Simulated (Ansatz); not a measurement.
Ansatz (a program for electronic structure) job for Br₂Hf, SMILES [Br][Hf][Br], multiplicity 1, CAM-B3LYP/def2-TZVPD. The structure is a stationary point at PBE-D3(BJ)/def2-SVP. The spin state was assumed, not searched. The def2 effective core potentials stand for the cores of Hf; spin–orbit coupling is left out.

Ansatz 0.2 input:
```yaml
crystal:
  periodic: [false, false, false]
  atoms:
    - {symbol: Hf, position_ang: [-0.00000000, 0.00000000, -0.28325233]}
    - {symbol: Br, position_ang: [0.00000000, 2.41246878, 0.29134525]}
    - {symbol: Br, position_ang: [0.00000000, -2.41246878, 0.29134525]}
basis:
  gaussian:
    orbitals: def2-TZVPD
hamiltonian:
  xc: {name: CAM-B3LYP}
```

Program output:

```
WARN ansatz: RAYON_NUM_THREADS=2 ignored (pool sized by the plan → 2); use --threads N
Functional definition: CAM-B3LYP
integrals: 0.12 GiB planned
1317 factors; their error is unknown
integrals: 0.16 GiB planned
269 factors; integrals over basis functions are off by at most 8.7e-5 eV
mean field: 1.08 GiB planned
mean field evaluation 1: about -141405.1248 eV, gradient 1.9e1 eV
mean field evaluation 2: about -141404.3680 eV, gradient 2.8e1 eV
mean field evaluation 4: about -141406.6040 eV, gradient 9.1e-1 eV
mean field evaluation 8: about -141407.0931 eV, gradient 3.9e-1 eV
mean field evaluation 16: about -141407.0932 eV, gradient 9.0e-5 eV
mean field -141407.09320543 eV, -5196.6148261291 hartree, gradient 9.0e-5 eV, S^2 0.000000; 0 other end points of the search recorded, 0 dependent functions left out
reference -141407.09332352 eV, -5196.6148304690 hartree; 41, 41 occupied and 116, 116 virtual orbitals, 1317 factors
Total energy: -141407.09332352 eV, -5196.6148304690 hartree
```

The calculation finished and met its thresholds.
